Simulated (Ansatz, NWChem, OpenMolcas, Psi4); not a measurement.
**Computed against measured: atomisation enthalpy at 298 K**

10 molecules with halogens; the atomisation enthalpy at 298 K in kJ/mol, computed less measured. Shapes, held fixed at every level: PBE0-D4/def2-TZVP. Thermal terms are harmonic and unscaled (PBE0-D4/def2-TZVP); the spin-orbit lowering of the free atoms is taken from their spectra. Programs: Ansatz 0.2.0, NWChem 7.3.0, OpenMolcas 26.06, Psi4 1.11. Measured values: Active Thermochemical Tables, NIST-JANAF tables.

Levels: A = M06-L/aug-cc-pVDZ; B = CAM-B3LYP/aug-cc-pVDZ; C = CCSD(T)/def2-SVP; D = CCSD(T)/aug-cc-pVDZ.

```json
{"molecule": "BBrF2 (SMILES FB(F)Br)", "from tabulated heats": "1661", "A": "-65", "B": "-53", "C": "-73", "D": "-140"}
{"molecule": "BClF2 (chlorodifluoroborane)", "from tabulated heats": "1736", "A": "-44", "B": "-51", "C": "-70", "D": "-147"}
{"molecule": "SOF2 (thionyl fluoride)", "from tabulated heats": "1229", "A": "-112", "B": "-117", "C": "-238", "D": "-208"}
{"molecule": "CF4 (tetrafluoromethane)", "from tabulated heats": "1968", "A": "-68", "B": "-33", "C": "-93", "D": "-162"}
{"molecule": "CH2F2 (difluoromethane)", "from tabulated heats": "1763", "A": "-47", "B": "-19", "C": "-95", "D": "-122"}
{"molecule": "CHBrF2 (bromodifluoromethane)", "from tabulated heats": "1630", "A": "-48", "B": "-33", "C": "-110", "D": "-126"}
{"molecule": "SiH2F2 (SMILES F[SiH2]F)", "from tabulated heats": "1836", "A": "-122", "B": "-124", "C": "-178", "D": "-193"}
{"molecule": "C2H2F2 (vinylidene fluoride)", "from tabulated heats": "2361", "A": "-23", "B": "-16", "C": "-99", "D": "-170"}
{"molecule": "C2H3Br (vinyl bromide)", "from tabulated heats": "2126", "A": "-35", "B": "-51", "C": "-110", "D": "-156"}
{"molecule": "C2H5F (SMILES CCF)", "from tabulated heats": "2876", "A": "-49", "B": "-31", "C": "-128", "D": "-181"}
```

Question: Sum up the errors.

Answer: 
| level | kind | mean error | mean absolute error | worst case |
| --- | --- | --- | --- | --- |
| M06-L/aug-cc-pVDZ | meta-GGA | -61.3 | 61.3 | SiH2F2 |
| CAM-B3LYP/aug-cc-pVDZ | range-separated hybrid | -52.8 | 52.8 | SiH2F2 |
| CCSD(T)/def2-SVP | coupled cluster or CI | -119.4 | 119.4 | SOF2 |
| CCSD(T)/aug-cc-pVDZ | coupled cluster or CI | -160.5 | 160.5 | SOF2 |

On this set CAM-B3LYP/aug-cc-pVDZ has the smallest mean absolute error and CCSD(T)/aug-cc-pVDZ the largest. M06-L/aug-cc-pVDZ is too low in 10 of 10; CAM-B3LYP/aug-cc-pVDZ is too low in 10 of 10; CCSD(T)/def2-SVP is too low in 10 of 10; CCSD(T)/aug-cc-pVDZ is too low in 10 of 10. The tabulated values of BBrF2, BClF2, SOF2, SiH2F2, C2H2F2 are in doubt (older tables, estimates, or at odds with other calculations) and kept here. Over the 5 molecules whose values aren't doubted the mean absolute errors are A 49.4; B 33.4; C 107.2; D 149.4. A functional in a double-zeta set wins here by errors that cancel. Correlated wave functions converge slowly with the basis. Relativity is left out for Br. Outer-core shells of Br are correlated in most correlated rows, in sets that cover them unevenly. The set is small.
